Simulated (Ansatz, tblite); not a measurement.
Cost and result up the ladder for Al₂Cu₆ (the lowest singlet isomer of a short search) (8 atoms). The state is a singlet with charge 0. Geometry: r2SCAN-D4/def2-SVP.

```xyz
8

Al   -0.845    0.924   -0.799
Al   -0.228    0.012    2.053
Cu   -1.310   -1.099   -1.923
Cu    1.364    0.850    0.203
Cu    1.601    1.369    2.465
Cu   -1.800   -0.884    0.451
Cu    0.828    0.071   -2.191
Cu    0.391   -1.244   -0.259
```

Ansatz on 4 threads of Arm Neoverse V2 on a shared host; xTB runs through tblite on one thread. Times are rough, summed over both states, and most runs start from the orbitals of an earlier one. No level here is sound enough to serve as a yardstick. The other state is a triplet at its own geometry.

The xTB rows come from tblite. The structure comes from a short search, and lower isomers may exist.

Run but left out: HF/STO-3G (singlet: restricted singlet, unstable in another Hartree–Fock run and untested here); HF/def2-SVP, MP2/def2-SVP (singlet: restricted singlet, unstable towards broken spin symmetry).

xTB has no spin-polarisation term.

| level | functions | wall time | triplet − singlet (eV) | remarks |
| --- | --- | --- | --- | --- |
| GFN1-xTB | 72 | 0.025 s | 1.55 | – |
| GFN2-xTB | 72 | 0.04 s | 0.83 | – |
| PBE-D4/def2-SVP | 222 | 26 s | 0.51 | – |
| PBE0-D4/def2-SVP | 222 | 55 s | 0.47 | restricted SCF unstable in HF (singlet) |
